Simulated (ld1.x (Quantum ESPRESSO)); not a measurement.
An all-electron radial function and its pseudo partner (S (Z = 16))

Columns: radius, all-electron u(r) and pseudo u(r) of the 3p shell (level -7.01 eV) of sulfur in the configuration [Ne] 3s2 3p4; PBE, scalar-relativistic, ultrasoft scheme, ld1.x (Quantum ESPRESSO) 7.5.

```tsv
r (bohr)	all-electron	pseudo
0.088	0.1370	-0.0052
0.175	0.2824	-0.0205
0.262	0.3301	-0.0456
0.350	0.2916	-0.0806
0.438	0.1984	-0.1247
0.525	0.0794	-0.1760
0.612	-0.0479	-0.2340
0.700	-0.1734	-0.2975
0.788	-0.2888	-0.3640
0.875	-0.3896	-0.4304
0.962	-0.4761	-0.4950
1.050	-0.5494	-0.5558
1.138	-0.6086	-0.6098
1.225	-0.6540	-0.6540
1.312	-0.6876	-0.6876
1.400	-0.7108	-0.7108
1.487	-0.7244	-0.7244
1.575	-0.7303	-0.7303
1.662	-0.7294	-0.7294
1.750	-0.7229	-0.7229
1.838	-0.7118	-0.7118
1.925	-0.6972	-0.6972
2.012	-0.6798	-0.6798
2.100	-0.6600	-0.6600
2.188	-0.6386	-0.6386
2.275	-0.6162	-0.6162
```

Question: How many radial nodes do the two functions have?

Answer: The all-electron 3p function has n − l − 1 = 1; the pseudo-wave has 0, since the states of the same l below it are removed with the core.

Question: At about which radius was the pseudo-wave matched?

Answer: 1.25 bohr, where the columns begin to agree (steps of 0.09 bohr).

Question: Where does each function peak?

Answer: Outermost all-electron maximum near 1.57 bohr, pseudo maximum near 1.57 bohr (to the table’s step).

Question: Is the pseudo-wave norm-conserving?

Answer: No, it belongs to an ultrasoft set: the norm inside the radius is not constrained, and the difference is carried by the augmentation charge.
